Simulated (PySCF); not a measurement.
**Ti⁺: ionisation energy**

Ti⁺ [Ar] 3d2 4s1 (4F) → Ti²⁺ [Ar] 3d2 (3F), as a difference of total energies. All numbers are calculated (PySCF 2.14, scalar relativity by spin-free X2C-1e, in aug-cc-pVQZ-DK (9s8p6d4f3g2h, 140 functions)). Correlated levels: valence: [Ar] frozen. The calculations carry no spin-orbit coupling.

Order these methods by the ionisation energy they give, lowest first.
A. UHF
B. r2SCAN
C. LDA
D. MP2 (valence)

A (12.936 eV), D (13.127 eV), B (13.834 eV), C (14.215 eV).

For comparison: 13.575 eV (measured; NIST Atomic Spectra Database, ionization energies).
